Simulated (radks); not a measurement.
The numbers below are computed, except where a source is named.
All-electron atom: Pd in [Kr] 4d10. Level of theory: scalar-relativistic Kohn-Sham, PBE, spin-polarised, spherical densities, point nucleus (a radial shooting solver on a logarithmic mesh with Libxc functionals). Some entries of the table are withheld. Estimate them.

orbital  occ.  eigenvalue (Ry)  <1/r> (bohr^-1)
1s          2        -1776.196              (1)
2s          2        -259.3228              (2)
2p          6        -232.4914            10.58
3s          2        -46.74961            3.827
3p          6              (3)            3.645
3d         10        -23.92411            3.419
4s          2         -6.27177            1.454
4p          6         -3.76306            1.298
4d         10              (4)           0.8811
5s          0         -0.24414           0.3720

Answer. 
(1) 1s <1/r> (bohr^-1): 48.24
(2) 2s <1/r> (bohr^-1): 10.94
(3) 3p eigenvalue (Ry): -37.93016
(4) 4d eigenvalue (Ry): -0.29750
